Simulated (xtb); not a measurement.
Br3Sb, charge +3, doublet, at a GFN2-xTB geometry of the parent state (a state made from the parent by changing its charge; the spin is typed, not shown lowest); GFN0-xTB run with xtb.

Here is a job for xtb.
```
$ xtb mol.xyz --gfn 0 --chrg 3 --uhf 1 --json

# file mol.xyz
4

Sb    -0.00424655    -0.01061037     0.90041461
Br     0.54273096    -2.14698769    -0.46015488
Br     1.59562012     1.54932591    -0.41163234
Br    -2.13216325     0.61312260    -0.44024549
```

What the program printed (banner, timings and long lists left out):

```
   ID    Z sym.   atoms
    1   51 Sb     1
    2   35 Br     2-4

           -------------------------------------------------
          |                Calculation Setup                |
           -------------------------------------------------

           -------------------------------------------------
          |                 G F N 0 - x T B                 |
           -------------------------------------------------

          ...................................................
          :                      SETUP                      :
          :.................................................:
          :  # basis functions                  40          :
          :  # atomic orbitals                  36          :
          :  # shells                           12          :
          :  # electrons                        23          :
          :  electronic temp.          300.0000000     K    :
          :  accuracy                    1.0000000          :
          :  -> integral cutoff          0.2500000E+02      :
          :  -> integral neglect         0.1000000E-07      :
          ...................................................

         :::::::::::::::::::::::::::::::::::::::::::::::::::::
         ::                     SUMMARY                     ::
         :::::::::::::::::::::::::::::::::::::::::::::::::::::
         :: total energy              -7.130088157914 Eh    ::
         :: gradient norm              0.026546585191 Eh/a0 ::
         :: HOMO-LUMO gap              0.221179505596 eV    ::
         ::.................................................::
         :: H0 energy                -12.347917551173 Eh    ::
         :: repulsion energy           0.004370814192 Eh    ::
         :: electrostat energy         5.214818759004 Eh    ::
         :: -> Gsolv                   0.000000000000 Eh    ::
         ::    -> Gsasa                0.000000000000 Eh    ::
         ::    -> Gshift               0.000000000000 Eh    ::
         :: dispersion energy         -0.001360179937 Eh    ::
         :: short-range corr.          0.000000000000 Eh    ::
         :: add. restraining           0.000000000000 Eh    ::
         :: total charge               3.000000000000 e     ::
         :::::::::::::::::::::::::::::::::::::::::::::::::::::

           -------------------------------------------------
          |                Property Printout                |
           -------------------------------------------------

    * Orbital Energies and Occupations

         #    Occupation            Energy/Eh            Energy/eV
      -------------------------------------------------------------
         1        2.0000           -0.7308328             -19.8870
         2        2.0000           -0.7279856             -19.8095
         3        2.0000           -0.7279856             -19.8095
         4        2.0000           -0.6702154             -18.2375
         5        2.0000           -0.4595709             -12.5056
         6        2.0000           -0.4595709             -12.5056
         7        2.0000           -0.4496349             -12.2352
         8        1.9999           -0.4372701             -11.8987
         9        1.9999           -0.4372701             -11.8987
        10        1.6788           -0.4291563             -11.6779
        11        1.6788           -0.4291563             -11.6779
        12        1.6204           -0.4289177             -11.6714 (HOMO)
        13        0.0222           -0.4207895             -11.4503 (LUMO)
        14                         -0.2533640              -6.8944
        15                         -0.2533640              -6.8944
        16                         -0.2261285              -6.1533
        17                         -0.0300878              -0.8187
        18                         -0.0300878              -0.8187
        19                         -0.0287210              -0.7815
        20                         -0.0269804              -0.7342
        21                         -0.0269804              -0.7342
        22                         -0.0249684              -0.6794
        23                         -0.0247592              -0.6737
       ...                                ...                  ...
        36                          0.8505566              23.1448
      -------------------------------------------------------------
                  HL-Gap            0.0081282 Eh            0.2212 eV
             Fermi-level            0.0000000 Eh            0.0000 eV

     #   Z          covCN         q      C6AA      α(0)
     1  51 Sb       2.503     1.618   321.323    33.885
     2  35 Br       0.839     0.461   168.611    20.949
     3  35 Br       0.839     0.461   168.611    20.949
     4  35 Br       0.839     0.461   168.611    20.949

 Mol. C6AA /au·bohr⁶  :       3221.805630
 Mol. C8AA /au·bohr⁸  :     244352.492437
 Mol. α(0) /au        :         96.733021

Wiberg/Mayer (AO) data.
largest (>0.10) Wiberg bond orders for each atom

 ---------------------------------------------------------------------------
     #   Z sym  total        # sym  WBO       # sym  WBO       # sym  WBO
 ---------------------------------------------------------------------------
     1  51 Sb   2.626 --     3 Br   0.875     2 Br   0.875     4 Br   0.875
     2  35 Br   1.511 --     1 Sb   0.875     4 Br   0.318     3 Br   0.318
     3  35 Br   1.511 --     1 Sb   0.875     4 Br   0.318     2 Br   0.318
     4  35 Br   1.511 --     1 Sb   0.875     3 Br   0.318     2 Br   0.318
 ---------------------------------------------------------------------------

Topologies differ in total number of bonds
Writing topology from bond orders to xtbtopo.mol

 dipole moment from electron density (au)
     X       Y       Z
  -0.0109  -0.0273   2.3196  total (Debye):    5.896

           -------------------------------------------------
          | TOTAL ENERGY               -7.130088157914 Eh   |
          | GRADIENT NORM               0.026546585191 Eh/α |
          | HOMO-LUMO GAP               0.221179505596 eV   |
           -------------------------------------------------

normal termination of xtb
```
